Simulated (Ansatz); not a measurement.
Ansatz (a program for electronic structure) input for C2H6Cl2OSn, SMILES C[O][Sn]([CH3])([Cl])[Cl], PBE-D3(BJ)/def2-SVP. 

Ansatz 0.2 input:
```yaml
crystal:
  periodic: [false, false, false]
  atoms:
    - {symbol: C, position_ang: [2.74780889, 0.25345834, -0.00000001]}
    - {symbol: O, position_ang: [1.58575424, 1.05964531, 0.00000001]}
    - {symbol: Sn, position_ang: [-0.21880577, 0.25135183, 0.00000000]}
    - {symbol: C, position_ang: [-1.70072015, 1.79525168, 0.00000001]}
    - {symbol: Cl, position_ang: [-0.33738640, -1.16494159, -1.88961200]}
    - {symbol: Cl, position_ang: [-0.33738640, -1.16494161, 1.88961198]}
    - {symbol: H, position_ang: [2.80947378, -0.39273185, 0.89555538]}
    - {symbol: H, position_ang: [2.80947378, -0.39273184, -0.89555540]}
    - {symbol: H, position_ang: [3.62507475, 0.92137869, -0.00000000]}
    - {symbol: H, position_ang: [-2.31502745, 1.68889795, -0.90318814]}
    - {symbol: H, position_ang: [-1.17110787, 2.75728942, 0.00000002]}
    - {symbol: H, position_ang: [-2.31502745, 1.68889794, 0.90318817]}
basis:
  gaussian:
    orbitals: def2-SVP
hamiltonian:
  xc: pbe
  dispersion: d3bj
relax: {f_tol: 0.002, max_steps: 200}
```

It prints:

```
WARN ansatz: RAYON_NUM_THREADS=1 ignored (pool sized by the plan → 1); use --threads N
Functional definition: PBE
integrals: 0.09 GiB planned
1488 factors; their error is unknown
mean field: 0.44 GiB planned
mean field evaluation 1: about -35057.9463 eV, gradient 7.6e1 eV
mean field evaluation 2: about -34960.8442 eV, gradient 2.0e2 eV
mean field evaluation 4: about -35071.0326 eV, gradient 1.8e1 eV
mean field evaluation 8: about -35071.6851 eV, gradient 1.2e-1 eV
mean field evaluation 16: about -35071.6331 eV, gradient 3.3e-4 eV
mean field -35071.63309964 eV, -1288.8587440052 hartree, gradient 6.8e-5 eV, S^2 0.000000; 0 other end points of the search recorded, 0 dependent functions left out
the calculation of the forces begins
reference -35071.63314175 eV, -1288.8587455527 hartree; 41, 41 occupied and 93, 93 virtual orbitals, 1488 factors
relax step   1: F+E_penalty+E_count = -35071.94072345 eV  Δ(F+E_penalty+E_count) = +0.000e0 eV  max|allowed force component| = 3.432e-1 eV/Å  Δτ_max = 0.0000 Å  (30 SCF iters, accepted)
these checks for a lower state are left out or cut short: starts, cluster_reference, orbital_swaps, neighbouring_geometries, increment
integrals: 0.09 GiB planned
1488 factors; their error is unknown
mean field: 0.44 GiB planned
mean field -35071.64557752 eV, -1288.8592025586 hartree, gradient 1.8e-5 eV, S^2 0.000000; 0 other end points of the search recorded, 0 dependent functions left out
the calculation of the forces begins
reference -35071.64561967 eV, -1288.8592041077 hartree; 41, 41 occupied and 93, 93 virtual orbitals, 1488 factors
relax step   2: F+E_penalty+E_count = -35071.95164154 eV  Δ(F+E_penalty+E_count) = -1.092e-2 eV  max|allowed force component| = 9.056e-2 eV/Å  Δτ_max = 0.0183 Å  (31 SCF iters, accepted)
these checks for a lower state are left out or cut short: starts, cluster_reference, orbital_swaps, neighbouring_geometries, increment
integrals: 0.09 GiB planned
1488 factors; their error is unknown
mean field: 0.44 GiB planned
mean field evaluation 32: about -35071.6464 eV, gradient 4.9e-4 eV
mean field -35071.64636480 eV, -1288.8592314905 hartree, gradient 1.8e-5 eV, S^2 0.000000; 0 other end points of the search recorded, 0 dependent functions left out
the calculation of the forces begins
reference -35071.64640694 eV, -1288.8592330391 hartree; 41, 41 occupied and 93, 93 virtual orbitals, 1488 factors
relax step   3: F+E_penalty+E_count = -35071.95250730 eV  Δ(F+E_penalty+E_count) = -8.658e-4 eV  max|allowed force component| = 1.786e-2 eV/Å  Δτ_max = 0.0072 Å  (32 SCF iters, accepted)
these checks for a lower state are left out or cut short: starts, cluster_reference, orbital_swaps, neighbouring_geometries, increment
integrals: 0.09 GiB planned
1488 factors; their error is unknown
mean field: 0.44 GiB planned
mean field -35071.64628026 eV, -1288.8592283838 hartree, gradient 1.3e-5 eV, S^2 0.000000; 0 other end points of the search recorded, 0 dependent functions left out
the calculation of the forces begins
reference -35071.64632238 eV, -1288.8592299319 hartree; 41, 41 occupied and 93, 93 virtual orbitals, 1488 factors
relax step   4: F+E_penalty+E_count = -35071.95259091 eV  Δ(F+E_penalty+E_count) = -8.360e-5 eV  max|allowed force component| = 1.230e-2 eV/Å  Δτ_max = 0.0058 Å  (24 SCF iters, accepted)
these checks for a lower state are left out or cut short: starts, cluster_reference, orbital_swaps, neighbouring_geometries, increment
integrals: 0.09 GiB planned
1488 factors; their error is unknown
mean field: 0.44 GiB planned
mean field -35071.64620951 eV, -1288.8592257837 hartree, gradient 2.6e-5 eV, S^2 0.000000; 0 other end points of the search recorded, 0 dependent functions left out
the calculation of the forces begins
reference -35071.64625162 eV, -1288.8592273313 hartree; 41, 41 occupied and 93, 93 virtual orbitals, 1488 factors
relax step   5: F+E_penalty+E_count = -35071.95263404 eV  Δ(F+E_penalty+E_count) = -4.313e-5 eV  max|allowed force component| = 6.466e-3 eV/Å  Δτ_max = 0.0034 Å  (25 SCF iters, accepted)
these checks for a lower state are left out or cut short: starts, cluster_reference, orbital_swaps, neighbouring_geometries, increment
integrals: 0.09 GiB planned
1488 factors; their error is unknown
mean field: 0.44 GiB planned
mean field -35071.64618806 eV, -1288.8592249956 hartree, gradient 1.9e-5 eV, S^2 0.000000; 0 other end points of the search recorded, 0 dependent functions left out
the calculation of the forces begins
reference -35071.64623017 eV, -1288.8592265432 hartree; 41, 41 occupied and 93, 93 virtual orbitals, 1488 factors
relax step   6: F+E_penalty+E_count = -35071.95264150 eV  Δ(F+E_penalty+E_count) = -7.459e-6 eV  max|allowed force component| = 2.267e-3 eV/Å  Δτ_max = 0.0013 Å  (22 SCF iters, accepted)
these checks for a lower state are left out or cut short: starts, cluster_reference, orbital_swaps, neighbouring_geometries, increment
integrals: 0.09 GiB planned
1488 factors; their error is unknown
mean field: 0.44 GiB planned
mean field -35071.64614880 eV, -1288.8592235527 hartree, gradient 1.9e-5 eV, S^2 0.000000; 0 other end points of the search recorded, 0 dependent functions left out
the calculation of the forces begins
reference -35071.64619091 eV, -1288.8592251003 hartree; 41, 41 occupied and 93, 93 virtual orbitals, 1488 factors
relax step   7: F+E_penalty+E_count = -35071.95264498 eV  Δ(F+E_penalty+E_count) = -3.480e-6 eV  max|allowed force component| = 8.499e-4 eV/Å  Δτ_max = 0.0019 Å  (22 SCF iters, accepted)
integrals: 0.09 GiB planned
1488 factors; their error is unknown
mean field: 0.44 GiB planned
mean field evaluation 64: about -35071.6990 eV, gradient 1.5e-1 eV
mean field -35071.64614880 eV, -1288.8592235527 hartree, gradient 1.9e-5 eV, S^2 0.000000; 1 other end points of the search recorded, 0 dependent functions left out
the calculation of the forces begins
reference -35071.64619091 eV, -1288.8592251003 hartree; 41, 41 occupied and 93, 93 virtual orbitals, 1488 factors
Total energy: -35071.95268709 eV, -1288.8704886271 hartree
Atom 0 at     2.747235     0.254778    -0.000000 Å, force    -0.000566    -0.000850     0.000000 eV/Å
Atom 1 at     1.594095     1.082672     0.000000 Å, force     0.000040     0.000661    -0.000000 eV/Å
Atom 2 at    -0.219636     0.248658    -0.000000 Å, force     0.000657     0.000046     0.000000 eV/Å
Atom 3 at    -1.704536     1.796513     0.000000 Å, force    -0.000129    -0.000288    -0.000000 eV/Å
Atom 4 at    -0.338583    -1.171654    -1.896018 Å, force    -0.000133     0.000102    -0.000173 eV/Å
Atom 5 at    -0.338583    -1.171654     1.896018 Å, force    -0.000133     0.000102     0.000173 eV/Å
Atom 6 at     2.806982    -0.397355     0.901996 Å, force    -0.000022    -0.000176     0.000402 eV/Å
Atom 7 at     2.806982    -0.397355    -0.901996 Å, force    -0.000022    -0.000176    -0.000402 eV/Å
Atom 8 at     3.638016     0.918536     0.000000 Å, force     0.000438     0.000529    -0.000000 eV/Å
Atom 9 at    -2.321229     1.687391    -0.910256 Å, force    -0.000259    -0.000327    -0.000713 eV/Å
Atom 10 at    -1.167391     2.762904     0.000000 Å, force     0.000390     0.000703     0.000000 eV/Å
Atom 11 at    -2.321229     1.687391     0.910256 Å, force    -0.000259    -0.000327     0.000713 eV/Å
Dipole moment:    -0.186717     0.445621    -0.000000 e Å
```

The run converged.
